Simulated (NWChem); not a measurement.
System: HS₂ anion

The following NWChem deck was run.

```
start job
memory heap 200 mb stack 900 mb global 1100 mb
charge -1
geometry units angstroms
  S      0.032852    -1.127765     0.000000
  S      0.061590     1.013682     0.000000
  H     -1.270092     1.298169     0.000000
end
basis spherical
  * library sto-3g
end
dft
  xc hfexch
  iterations 150
end
driver
  maxiter 120
end
task dft optimize
task dft freq
```

Excerpt of the output:

```
             Northwest Computational Chemistry Package (NWChem) 7.3.0
             --------------------------------------------------------

 CS  symmetry detected

                             Geometry "geometry" -> ""
                             -------------------------

 Output coordinates in angstroms (scale by  1.889725989 to convert to a.u.)

  No.       Tag          Charge          X              Y              Z
 ---- ---------------- ---------- -------------- -------------- --------------
    1 S                   16.0000     0.01362134    -1.11200059     0.00000000
    2 S                   16.0000     0.06533012     1.02901490     0.00000000
    3 H                    1.0000    -1.26322341     1.32777119     0.00000000

 Effective nuclear repulsion energy (a.u.)      72.5474011349

      Symmetry information
      --------------------

 Group name             Cs
 Group number              2
 Group order               2
 No. of unique centers     3

                                Z-matrix (autoz)
                                --------

 Units are Angstrom for bonds and degrees for angles

      Type          Name      I     J     K     L     M      Value
      ----------- --------  ----- ----- ----- ----- ----- ----------
    1 Stretch                  1     2                       2.14164
    2 Stretch                  2     3                       1.36173
    3 Bend                     1     2     3               101.28997

  xc_inp: hfexch multiplicative factor not found.

                           NWChem Geometry Optimization
                           ----------------------------

 maximum gradient threshold         (gmax) =   0.000450
 rms gradient threshold             (grms) =   0.000300
 maximum cartesian step threshold   (xmax) =   0.001800
 rms cartesian step threshold       (xrms) =   0.001200
 fixed trust radius                (trust) =   0.300000
 source of zmatrix                         =   autoz

          -------------------
          Energy Minimization
          -------------------

 Using diagonal initial Hessian
 Scaling for Hessian diagonals: bonds = 1.00  angles = 0.25  torsions = 0.10

          --------
          Step   0

                                 NWChem DFT Module
                                 -----------------

 Summary of "ao basis" -> "ao basis" (spherical)
 ------------------------------------------------------------------------------
       Tag                 Description            Shells   Functions and Types
 ---------------- ------------------------------  ------  ---------------------
 S                           sto-3g                  5        9   3s2p
 H                           sto-3g                  1        1   1s

      Symmetry analysis of basis
      --------------------------

        a'         15
        a"          4

            General Information
            -------------------
          SCF calculation type: DFT
          Wavefunction type:  closed shell.
          No. of atoms     :     3
          No. of electrons :    34
           Alpha electrons :    17
            Beta electrons :    17
          Charge           :    -1
          Spin multiplicity:     1
          Use of symmetry is: on ; symmetry adaption is: on
          Maximum number of iterations: 150
          AO basis - number of functions:    19
                     number of shells:    11
          Convergence on energy requested:  1.00D-06
          Convergence on density requested:  1.00D-05
          Convergence on gradient requested:  5.00D-04

              XC Information
              --------------
                     Hartree-Fock (Exact) Exchange  1.000

      Superposition of Atomic Density Guess
      -------------------------------------

 Sum of atomic energies:        -786.69088099

 Renormalizing density from      33.00 to     34

      Non-variational initial energy
      ------------------------------

 Total energy =    -800.393030
 1-e energy   =   -1279.249941
 2-e energy   =     406.309509
 HOMO         =       0.364765
 LUMO         =       0.665378

      Symmetry analysis of molecular orbitals - initial
      -------------------------------------------------

  Numbering of irreducible representations:

     1 a'          2 a"

  Orbital symmetries:

     1 a'          2 a'          3 a'          4 a'          5 a'
     6 a'          7 a"          8 a'          9 a'         10 a"
    11 a'         12 a'         13 a'         14 a'         15 a"
    16 a'         17 a"         18 a'         19 a'

   convergence    iter        energy       DeltaE   RMS-Dens  Diis-err
 ---------------- ----- ----------------- --------- --------- ---------
 d= 0,ls=0.0,diis     1   -786.6747299247 -8.59D+02  3.71D-02  1.78D-01
 d= 0,ls=0.0,diis     2   -786.7214260135 -4.67D-02  5.68D-03  4.29D-03
 d= 0,ls=0.0,diis     3   -786.7228237899 -1.40D-03  2.56D-03  3.15D-04
 d= 0,ls=0.0,diis     4   -786.7229803455 -1.57D-04  5.73D-04  8.74D-06
 d= 0,ls=0.0,diis     5   -786.7229852842 -4.94D-06  3.20D-05  4.30D-08
 d= 0,ls=0.0,diis     6   -786.7229853091 -2.48D-08  1.70D-05  5.60D-09
 d= 0,ls=0.0,diis     7   -786.7229853143 -5.28D-09  8.18D-06  6.59D-10

         Total DFT energy =     -786.722985314349
      One electron energy =    -1253.119962282809
           Coulomb energy =      445.202061351365
    Exchange-Corr. energy =      -51.352485517801
 Nuclear repulsion energy =       72.547401134896

 Numeric. integr. density =        0.000000000000

[...]

      ----------------------
      Optimization converged
      ----------------------

  Step       Energy      Delta E   Gmax     Grms     Xrms     Xmax
  ---- ---------------- -------- -------- -------- -------- --------
@    3    -786.72393019 -8.3D-08  0.00001  0.00001  0.00039  0.00075
                                     ok       ok       ok       ok

                                Z-matrix (autoz)
                                --------

 Units are Angstrom for bonds and degrees for angles

      Type          Name      I     J     K     L     M      Value     Gradient
      ----------- --------  ----- ----- ----- ----- ----- ---------- ----------
    1 Stretch                  1     2                       2.10538   -0.00001
    2 Stretch                  2     3                       1.33824    0.00000
    3 Bend                     1     2     3               100.48905   -0.00001

                         Geometry "geometry" -> "geometry"
                         ---------------------------------

 Output coordinates in angstroms (scale by  1.889725989 to convert to a.u.)

  No.       Tag          Charge          X              Y              Z
 ---- ---------------- ---------- -------------- -------------- --------------
    1 S                   16.0000     0.00163606    -1.08169143     0.00000000
    2 S                   16.0000     0.06126925     1.02284031     0.00000000
    3 H                    1.0000    -1.24717725     1.30363661     0.00000000

 Effective nuclear repulsion energy (a.u.)      73.8159989729

      Symmetry information
      --------------------

 Group name             Cs
 Group number              2
 Group order               2
 No. of unique centers     3

                Final and change from initial internal coordinates
                --------------------------------------------------

                                Z-matrix (autoz)
                                --------

 Units are Angstrom for bonds and degrees for angles

      Type          Name      I     J     K     L     M      Value       Change
      ----------- --------  ----- ----- ----- ----- ----- ---------- ----------
    1 Stretch                  1     2                       2.10538   -0.03626
    2 Stretch                  2     3                       1.33824   -0.02349
    3 Bend                     1     2     3               100.48905   -0.80092

[...]

 Rotational Constants
 --------------------
 A=  10.048927 cm-1  ( 14.457841 K)
 B=   0.232304 cm-1  (  0.334227 K)
 C=   0.227055 cm-1  (  0.326675 K)

 Temperature                      =   298.15K
 frequency scaling parameter      =   1.0000

 Zero-Point correction to Energy  =    6.795 kcal/mol  (  0.010829 au)
 Thermal correction to Energy     =    8.688 kcal/mol  (  0.013845 au)
 Thermal correction to Enthalpy   =    9.280 kcal/mol  (  0.014788 au)

 Total Entropy                    =   59.559 cal/mol-K
   - Translational                =   38.415 cal/mol-K (mol. weight =  64.9520)
   - Rotational                   =   20.639 cal/mol-K (symmetry #  =        1)
   - Vibrational                  =    0.506 cal/mol-K

 Cv (constant volume heat capacity) =    7.311 cal/mol-K
   - Translational                  =    2.979 cal/mol-K
   - Rotational                     =    2.979 cal/mol-K
   - Vibrational                    =    1.352 cal/mol-K

[normal modes left out]

 ----------------------------------------------------------------------------
 Normal Eigenvalue ||           Projected Infra Red Intensities
  Mode   [cm**-1]  || [atomic units] [(debye/angs)**2] [(KM/mol)] [arbitrary]
 ------ ---------- || -------------- ----------------- ---------- -----------
    1       -0.000 ||    0.003767           0.087         3.672       1.224
    2       -0.000 ||    0.015409           0.356        15.022       5.009
    3       -0.000 ||    0.013228           0.305        12.896       4.300
    4        0.000 ||    0.013161           0.304        12.830       4.278
    5        0.000 ||    0.004562           0.105         4.447       1.483
    6        0.000 ||    0.000929           0.021         0.906       0.302
    7      618.760 ||    0.012329           0.284        12.019       4.008
    8     1015.899 ||    0.022064           0.509        21.509       7.172
    9     3120.902 ||    0.191428           4.416       186.613      62.224
 ----------------------------------------------------------------------------
```

Level: Hartree-Fock/STO-3G. Sets without diffuse functions describe the anion's extra electron poorly. The highest occupied level is positive, so the extra electron may be held by the finite basis.
